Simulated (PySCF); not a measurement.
## What PySCF settings do for ZnBr

Base input, run as `python input.py` with PySCF 2.14:

```python
from pyscf import gto, scf, mp

mol = gto.M(
    atom='Zn 0 0 0; Br 0 0 2.144',
    basis='6-31g',
    charge=0,
    spin=1,
    symmetry=True,
    verbose=4,
)
mf = scf.UHF(mol)
mf.kernel()
mp.MP2(mf, frozen=14).kernel()
mf.dip_moment()
print('orbital energies (hartree):', [e[max(0, n-3):n+3].round(4) for e, n in zip(mf.mo_energy, mol.nelec)])
```

Base result: E(SCF) = -4349.565589 Eh, 11 cycles, E(MP2) − E(SCF) = -0.39472 Eh, ⟨S²⟩ = 0.753, μz(SCF) = -3.07 D. The bond length is a typed value, not an optimised one. No search for the lowest solution was made.

Wall time 1.5 s on one thread of a shared host.

Each row names what differs from the base; energies in brackets are changes from the base.

```tsv
change	result
PCM solvent, dielectric constant: none → 2.27; step after the SCF: mp2 → analyze	E(SCF) = -4349.581372 Eh (-0.4295 eV), 11 cycles, ⟨S²⟩ = 0.752, μz(SCF) = -3.87 D
point-group symmetry: on → off	E(SCF) = -4349.565589 Eh (+0.0000 eV), 11 cycles, E(MP2) − E(SCF) = -0.39472 Eh, ⟨S²⟩ = 0.753, μz(SCF) = -3.07 D
step after the SCF: mp2 → stability; point-group symmetry: on → off	E(SCF) = -4349.565589 Eh (+0.0000 eV), 11 cycles, ⟨S²⟩ = 0.753, μz(SCF) = -3.07 D, internal stable; real -> complex stable; UHF/UKS -> GHF/GKS stable
PCM solvent, dielectric constant: none → 20.5; step after the SCF: mp2 → analyze	E(SCF) = -4349.595030 Eh (-0.8011 eV), 11 cycles, ⟨S²⟩ = 0.752, μz(SCF) = -4.53 D
functional: none (Hartree–Fock) → b3lyp5; SCF type: UHF → UKS; step after the SCF: mp2 → analyze	E(SCF) = -4352.654583 Eh, 9 cycles, ⟨S²⟩ = 0.751, μz(SCF) = -2.32 D
geometry: bond 2.144 → bond 0.5 [unsound on purpose]	E(SCF) = -4281.003574 Eh, 14 cycles, E(MP2) − E(SCF) = -0.26025 Eh, ⟨S²⟩ = 0.759, μz(SCF) = 0.86 D
functional: none (Hartree–Fock) → o3lyp; SCF type: UHF → UKS; step after the SCF: mp2 → analyze	E(SCF) = -4353.756227 Eh, 9 cycles, ⟨S²⟩ = 0.751, μz(SCF) = -2.31 D
spin (2S): 1 → 67 [unsound on purpose]	stops with AssertionError
electric field along z (a.u.): none → 0.05; point-group symmetry: on → off [may be another electronic state]	E(SCF) = -4349.587135 Eh (-0.5863 eV), 14 cycles, E(MP2) − E(SCF) = -0.41181 Eh, ⟨S²⟩ = 0.786, μz(SCF) = 7.17 D
initial guess: minao → mod_huckel	stops with UnboundLocalError (cannot access local variable 'elumoa' where it is not associated with a value)
geometry: bond 2.144 → bond 10 [unsound on purpose]	E(SCF) = -4349.516879 Eh (+1.3255 eV), E(MP2) − E(SCF) = -0.38747 Eh, ⟨S²⟩ = 0.751, μz(SCF) = -0.01 D
step after the SCF: mp2 → optimize	E(SCF) = -4349.565589 Eh (+0.0000 eV), 11 cycles, ⟨S²⟩ = 0.753, all at the start geometry; optimised bond 2.381 Å with E = -4349.577774 Eh after 6 steps
spin-free X2C: off → on [basis contracted without relativity]	E(SCF) = -4387.427486 Eh, 11 cycles, E(MP2) − E(SCF) = -0.39161 Eh, ⟨S²⟩ = 0.753, μz(SCF) = -3.05 D
density fitting: none → def2-universal-jkfit	E(SCF) = -4349.565303 Eh (+0.0078 eV), 11 cycles, E(MP2) − E(SCF) = -0.39472 Eh, ⟨S²⟩ = 0.753, μz(SCF) = -3.07 D
functional: none (Hartree–Fock) → pbesol; SCF type: UHF → UKS; step after the SCF: mp2 → analyze	E(SCF) = -4349.117600 Eh, 9 cycles, ⟨S²⟩ = 0.751, μz(SCF) = -2.10 D
geometry: bond 2.144 → bond 1.715	E(SCF) = -4349.381749 Eh (+5.0025 eV), 11 cycles, E(MP2) − E(SCF) = -0.40211 Eh, ⟨S²⟩ = 0.753, μz(SCF) = -0.97 D
cycle limit: 50 → 8	not converged: SCF after 8 cycles
functional: none (Hartree–Fock) → hse06; SCF type: UHF → UKS; step after the SCF: mp2 → analyze	E(SCF) = -4352.279735 Eh, 8 cycles, ⟨S²⟩ = 0.752, μz(SCF) = -2.44 D
functional: none (Hartree–Fock) → camb3lyp; SCF type: UHF → UKS; step after the SCF: mp2 → analyze	E(SCF) = -4353.070108 Eh, 10 cycles, ⟨S²⟩ = 0.752, μz(SCF) = -2.52 D
geometry: bond 2.144 → bond 1.994	E(SCF) = -4349.536983 Eh (+0.7784 eV), 11 cycles, E(MP2) − E(SCF) = -0.39678 Eh, ⟨S²⟩ = 0.753, μz(SCF) = -2.29 D
SCF type: UHF → RHF [runs as restricted open-shell]	E(SCF) = -4349.564795 Eh (+0.0216 eV), 10 cycles, E(MP2) − E(SCF) = -0.39455 Eh, μz(SCF) = -3.09 D
```

Task: Order these changes by how far they move the SCF energy from the base, largest first: (1) PCM solvent, dielectric constant: none → 20.5; step after the SCF: mp2 → analyze; (2) electric field along z (a.u.): none → 0.05; point-group symmetry: on → off; (3) geometry: bond 2.144 → bond 1.715; (4) geometry: bond 2.144 → bond 1.994.

Result: (3) +5.0025 eV, (1) -0.8011 eV, (4) +0.7784 eV, (2) -0.5863 eV.
